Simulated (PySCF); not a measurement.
InH2Cl, SMILES [Cl][InH2].

Coordinates come from a PBE-D3(BJ)/def2-TZVP optimisation. The def2 effective core potentials stand for the cores of In; spin–orbit coupling is left out.

All values below come from TDA-B3LYP/def2-TZVPD (PySCF).

Vertical excitations. Gas-phase values at a fixed geometry. State labels are in the subgroup C2v.

```csv
state,symmetry,energy (eV),λ (nm),f,main pairs
S1,A2,4.62,268,0.000,HOMO→LUMO 100 %
S2,A1,5.41,229,0.025,HOMO−1→LUMO 93 %
S3,B1,5.62,221,0.010,HOMO−2→LUMO 99 %
S4,A2,5.86,212,0.000,HOMO−3→LUMO 100 %
S5,B2,5.94,209,0.052,HOMO→LUMO+1 90 %
S6,B1,6.21,200,0.025,HOMO−1→LUMO+1 98 %
S7,B2,6.84,181,0.000,HOMO→LUMO+2 91 %
S8,B2,7.28,170,0.014,HOMO→LUMO+3 86 %
S9,B1,7.31,170,0.019,HOMO−1→LUMO+2 97 %
S10,A1,7.42,167,0.331,HOMO−2→LUMO+1 82 %
T1,A2,4.45,278,0,HOMO→LUMO 97 %
T2,A1,4.88,254,0,HOMO−1→LUMO 99 %
T3,B2,5.20,238,0,HOMO→LUMO+1 87 %
T4,B1,5.32,233,0,HOMO−2→LUMO 98 %
```
Triplets are in the Tamm–Dancoff approximation.
